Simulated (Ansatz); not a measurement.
Si₂₀H₂₈, a nanocrystal cut from cubic silicon. The state is a singlet with charge 0. Geometry PBE-D4/def2-SVP, basis def2-SVP, Ansatz.

```xyz
48

Si    3.816   -2.085    0.103
Si   -2.165   -3.346   -1.899
Si   -3.682   -0.424    0.997
Si    2.718    0.792    2.514
Si   -1.030    1.476    2.934
Si    0.107   -1.208    0.484
Si    1.810   -0.355   -2.800
Si   -1.846    0.534   -2.306
Si    0.774    2.498   -0.315
Si   -2.989    3.234    0.113
Si   -0.251   -3.301   -0.528
Si    2.176   -1.308    1.603
Si    3.926   -0.785   -1.859
Si   -1.572   -0.625    2.018
Si   -2.281   -1.515   -3.379
Si   -3.533    1.120   -0.774
Si    1.033    1.354    4.062
Si    2.811    2.467    0.862
Si   -0.915    3.086    1.218
Si    0.238    0.399   -1.221
H     5.167   -2.083    0.775
H     3.491   -3.508   -0.278
H    -2.167   -4.624   -2.704
H    -3.393   -3.350   -1.025
H    -4.665    0.104    2.015
H    -4.188   -1.756    0.507
H     4.051    0.704    3.220
H    -2.122    1.882    3.898
H     1.282   -1.637   -3.397
H     1.934    0.655   -3.914
H    -1.768    1.622   -3.355
H     0.817    3.519   -1.428
H    -4.058    3.684    1.079
H    -2.902    4.244   -1.005
H    -0.350   -4.368    0.535
H     0.956   -3.611   -1.380
H     2.055   -2.295    2.742
H     4.781   -1.506   -2.875
H     4.596    0.527   -1.543
H    -1.611   -1.657    3.122
H    -3.649   -1.481   -4.017
H    -1.264   -1.716   -4.475
H    -4.861    1.194   -1.493
H     0.964    0.300    5.141
H     1.345    2.681    4.713
H     2.998    3.803    1.541
H     3.980    2.246   -0.063
H    -0.565    4.421    1.837
```

```json
{"run": "A", "HOMO (eV)": "-7.30", "LUMO (eV)": "-1.44"}
{"run": "B", "HOMO (eV)": "-6.21", "LUMO (eV)": "-2.23"}
{"run": "C", "HOMO (eV)": "-6.44", "LUMO (eV)": "-2.03"}
{"run": "D", "HOMO (eV)": "-7.14", "LUMO (eV)": "-1.47"}
{"run": "E", "HOMO (eV)": "-6.18", "LUMO (eV)": "-2.10"}
```

Single mean-field runs in def2-SVP are fitted with def2-universal-jkfit.

Task: The runs used LDA (SPW92), PBE, PBE0, r2SCAN, r2SCAN0. Estimate which is which.

Result: A r2SCAN0 (25 % exact exchange); B LDA (SPW92) (0 % exact exchange); C r2SCAN (0 % exact exchange); D PBE0 (25 % exact exchange); E PBE (0 % exact exchange). Exact exchange lowers occupied and raises empty levels; among semilocal functionals meta-GGAs tend to open the gap a little, and such runs are hard to tell apart. The gap grows from 3.98 eV (LDA (SPW92)) to 5.86 eV (r2SCAN0).
